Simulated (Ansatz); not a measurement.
Bond stretch in SeH, doublet.

Method: Ansatz (a first-principles code) with full CI/def2-SVP, cores with 3d frozen.

Q: Relative to R = 1.47 Å, what are the energies at R = 1.42, 1.64, 2.20, 5.26 Å?

A: 3.2 kJ/mol at 1.42 Å, 22.3 kJ/mol at 1.64 Å, 184.4 kJ/mol at 2.20 Å, 300.0 kJ/mol at 5.26 Å.

The scan ran from 1.16 to 5.85 Å; beyond the distances shown full CI changes its symmetry label.
